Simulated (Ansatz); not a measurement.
Mulliken charges of ClH₂O₂Si, SMILES `O[Si](O)Cl` radical from B3LYP/def2-TZVPP in Ansatz (PBE0-D4/def2-TZVP geometry).

```json
{"atom": "O1", "x (Å)": "-0.321", "y (Å)": "1.391", "z (Å)": "-0.391", "charge (e)": "-0.329"}
{"atom": "Si2", "x (Å)": "0.132", "y (Å)": "-0.177", "z (Å)": "-0.408", "charge (e)": "0.536"}
{"atom": "O3", "x (Å)": "1.197", "y (Å)": "-0.281", "z (Å)": "0.824", "charge (e)": "-0.329"}
{"atom": "Cl4", "x (Å)": "-1.498", "y (Å)": "-1.425", "z (Å)": "-0.090", "charge (e)": "-0.255"}
{"atom": "H5", "x (Å)": "-1.029", "y (Å)": "1.647", "z (Å)": "-0.985", "charge (e)": "0.189"}
{"atom": "H6", "x (Å)": "1.519", "y (Å)": "-1.156", "z (Å)": "1.050", "charge (e)": "0.189"}
```

Problem. By hand: the dipole of these point charges (1 e Å = 4.8032 D).

Solution. Σ q r = (0.257, -0.004, -0.326) e Å, of length 0.415 e Å = 1.99 D.

Problem. How does the dipole of the full density compare? (Estimate.)

Solution. Ansatz gave: (0.044, -0.106, -0.201) e Å, 1.11 D; the point charges give 1.79 times that, at 36° from its direction.

Point charges leave out the atoms' own dipoles, such as those of lone pairs, and Mulliken's split depends on the basis, so the two needn't agree.

B3LYP here is the variant with VWN-RPA as its local correlation; programs differ in this.
